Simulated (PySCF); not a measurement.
## Spectroscopy problems

No solvent, one averaged value for each set of equivalent atoms, one conformer, relativity neglected. Structure optimised with PBE0-D3(BJ)/def2-SVP; PBE0/pcSseg-1 with gauge-including orbitals; PySCF 2.14.0 with density-fitted response routines.

Scale: TMS for 1H, 13C (reference shieldings calculated alike). Where no couplings were computed, multiplicities follow the n + 1 count of equivalent neighbours, and m marks all less simple cases (inequivalent or close neighbours, rings, F or P nearby). Carbons bonded to boron are broad in practice. Shifts are as computed. Against solution values, carbons near 30 ppm lie about +2 ppm off and those near 130 ppm about +5 ppm. Of 1313 compounds with measured shifts, 239 miss one by over three times the rms of a fit or turn the order of signals round; such compounds aren't used in these exercises. OH and NH positions are gas-phase values without hydrogen bonding to other molecules.

Task: C₇H₁₁BO₂. 1H NMR (500 MHz, computed): δ 7.10 (m, 1H), 6.50 (m, 1H), 5.61 (d, 1H), 5.55 (m, 1H), 5.48 (m, 1H), 4.02 (m, 4H), 1.66 (m, 2H). 13C{1H} NMR (computed): δ 157.3, 148.1, 135.0, 128.2, 63.0, 29.6. Identify the compound.

Result: `InChI=1S/C7H11BO2/c1-2-3-5-8-9-6-4-7-10-8/h2-3,5H,1,4,6-7H2/b5-3+`. 6 carbon signals for 7 carbons: some carbons are equivalent by symmetry or fast rotation. Carbon types of the structure: 3 × CH, 4 × CH2, which accounts for all hydrogens. δC 157.3, 148.1, 135.0: alkene CH; as expected for a trigonal carbon in a double bond. δC 128.2: terminal =CH2 carbon; as expected for a trigonal carbon in a double bond. δC 63.0: sp3 CH2 bonded to O; the inductive effect lowers its shielding. δH 4.02: hydrogen on an sp3 CH2 bonded to O; its carbon carries O, hence the downfield position.

This is the structure that produced the data.

Task: C₆H₁₄N₂Si₂. 1H NMR (400 MHz, computed): δ 7.15 (m, 2H), 7.05 (m, 2H), 4.69 (m, 1H), 4.66 (m, 1H), 2.49 (s, 6H), 0.19 (br s, 2H). 13C{1H} NMR (computed): δ 161.0, 158.4, 39.5. Give a structure.

Result: `InChI=1S/C6H14N2Si2/c1-8(2)10-5-3-9(7)4-6-10/h3-6,9-10H,7H2,1-2H3/t9-,10+`. Rings plus π bonds: 3 (1 ring in the answer). 3 carbon signals for 6 carbons: some carbons are equivalent by symmetry or fast rotation. Carbon types of the structure: 4 × CH, 2 × CH3, leaving 4 H on heteroatoms. δC 161.0, 158.4: alkene CH; the olefinic region. δC 39.5: methyl carbon bonded to N; pulled downfield by the heteroatom. δH 2.49: hydrogen on a methyl carbon bonded to N; its carbon carries N, which withdraws density. δH 0.19: hydrogen on a nitrogen bonded to Si; exchangeable; this is the value without hydrogen bonding to other molecules.

The shifts were computed for this structure.
